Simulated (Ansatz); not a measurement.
Correlation energies of `[CH3][Al]([NH2])[SiH2]F` by basis set

```xyz
12

C     1.9550   -0.4661   -0.3305
Al    0.1817    0.0447    0.2976
N    -0.0571    0.5775    1.9696
Si   -1.8463    0.0479   -1.1121
F    -1.7187   -1.0802   -2.2650
H     2.2964    0.2032   -1.1268
H     2.7020   -0.4441    0.4674
H     1.9455   -1.4747   -0.7552
H     0.6726    0.6591    2.6602
H    -0.9425    0.8351    2.3749
H    -2.0834    1.3444   -1.8153
H    -3.1051   -0.2468   -0.3648
```

Total charge 0; spin multiplicity 1. All single points use the PBE0-D4/def2-TZVP geometry. It is one conformer, not always the lowest. Frozen core, restricted reference, the Gaussian-basis code of Ansatz. CBS rows extrapolate triple and quadruple zeta; past MP2 they add the triple-zeta difference.

```tsv
basis	HF (Eh)	MP2 corr.
def2-TZVPP	-726.89564	-0.84268
def2-QZVPP	-726.92180	-0.90947
```

**Question.** Estimate the CCSD correlation energy and the (T) correction in each basis where they were run (hartree).

**Answer.** 
```json
{"basis": "def2-TZVPP", "CCSD corr.": "-0.88967", "(T)": "-0.03040"}
{"basis": "CBS(def2)", "CCSD corr.": "-1.00593", "(T)": "as TZ"}
```
